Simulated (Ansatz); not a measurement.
Basis-set extrapolation for BCl3H2Si, SMILES `B[Si](Cl)(Cl)Cl` (PBE0-D4/def2-TZVP geometry, frozen core, Ansatz 0.2.0). Multiplicity 1, RHF reference.

|  | def2-TZVPP | def2-QZVPP |
| --- | --- | --- |
| HF | -1693.471607 | -1693.519695 |
| MP2 correlation | -0.773051 | -0.848799 |
| CCSD(T) correlation | -0.874086 | not run |

Energies in hartree. Use E(X) = E(∞) + A·exp(−7.88·√X) for Hartree–Fock and E(X) = E(∞) + B·X^(−2.97) for correlation, with X = 3 and 4, and add CCSD(T) minus MP2 of the smaller set to the MP2 limit.

Problem. What is the CCSD(T) energy at the basis-set limit?

Solution. HF limit: -1693.519695 + (-0.048088) × 0.13774 = -1693.52632. MP2 limit: -0.848799 + (-0.075748) × 0.74074 = -0.90491. Higher-order term: -0.874086 − (-0.773051) = -0.10103. Total: -1694.53226 hartree, 489.8 kJ/mol below CCSD(T)/def2-TZVPP.
